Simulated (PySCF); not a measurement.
Gas-phase reaction: InF3 + 2 HBr → InBr + 2 HF + BrF. Level: PBE0/def2-TZVP; standard pressure 1 bar.

Energies from PySCF, thermal terms from the rigid-rotor harmonic-oscillator model, ideal gas at 1 bar. All species are closed-shell singlets. In: scalar-relativistic def2 core potential, no spin-orbit coupling. Br: all electrons, no relativistic terms. The harmonic model lacks anharmonicity and excited electronic states, which grow with temperature; levels with a mode under 35 cm⁻¹ are left out.

```
T (K)  1000/T (1/K)  log10 K
-----  ------------  -------
800          1.2500    -4.21
1000         1.0000    -2.09
1200         0.8333    -0.69
1400         0.7143     0.29
1600         0.6250     1.01
1800         0.5556        ?
```

Fit log10 K = a + b·(1000/T) to the five rows, get the mean ΔH° and ΔS°, and predict log10 K at 1800 K.

Means: 1000/T = 0.8845, log10 K = -1.138. Sums of products about the means: Sxy = -2.05616, Sxx = 0.245860, so b = Sxy/Sxx = -8.36 and a = -1.138 − (-8.36)×0.8845 = 6.26.
ΔH° = −R ln 10 × 1000 K × b = −19.145 × (-8.36) = 160 kJ; ΔS° = R ln 10 × a = 120 J/K. The run's own values go from 163 kJ and 124 J/K at 800 K to 151 kJ and 114 J/K at 1800 K.
Prediction at 1800 K: 6.26 + (-8.36)×0.5556 = 1.62. The computed value is 1.56, 0.06 from the line.
For scale, ΔH°(298 K) is 166 kJ at this level, 184 kJ at ωB97M-V/def2-TZVP†, and runs from 142 to 247 kJ over the 18 levels computed († marks an energy on the PBE0/def2-TZVP geometry).
